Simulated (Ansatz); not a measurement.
The first iterations of a band of BCl2H2N + H2 (8 atoms, charge 0, multiplicity 1).

These are results of RKS PBE-D4/6-31G* (Ansatz), not measurements.

```
movable images  : 7
climbing image  : yes
spring          : 2.0 to 10.0 eV/Å², energy-weighted
optimiser       : quadratic models (default)
start path      : through a guess of the saddle point
force threshold : 0.05 eV/Å
iteration limit : 60
end points      : relaxed
```

Initial state:

```xyz
8
Properties=species:S:1:pos:R:3
B 0.100 -0.703 0.158
N 0.018 -0.274 1.487
H -0.856 -0.278 2.009
H 0.830 0.052 2.006
Cl 1.661 -0.675 -0.691
Cl -1.360 -1.266 -0.686
H -0.665 3.166 1.254
H -0.519 2.431 1.194
```

Final state:

```xyz
8
Properties=species:S:1:pos:R:3
B -0.019 0.445 0.055
N -0.169 0.331 1.683
H -0.293 -0.657 1.952
H 0.673 0.690 2.154
Cl 1.497 -0.552 -0.321
Cl -1.598 -0.277 -0.591
H 0.109 1.615 -0.214
H -0.991 0.859 2.012
```

| iteration | highest image above the first end (eV) | largest band force component (eV/Å) |
| --- | --- | --- |
| 1 | 3.958 | 8.079 |
| 2 | 2.938 | 3.699 |
| 3 | 2.381 | 5.442 |
| 4 | 2.145 | 2.424 |

Problem. Does the band converge within its limit, and where does its top end?

Solution. The run converged. It ended after 14 iterations with the highest image 1.746 eV above the first end. Another band between the same ends (7 images) ends at a top of the same energy, where a vibrational analysis finds 1 clearly imaginary mode. The orbitals stay closed-shell, which can raise the energy where a bond breaks towards radicals; this wasn't checked here.

The run took 2.9 min on 1 thread of Intel(R) Xeon(R) Platinum 8488C (Sapphire Rapids) (shared host), peak memory 0.13 GiB.
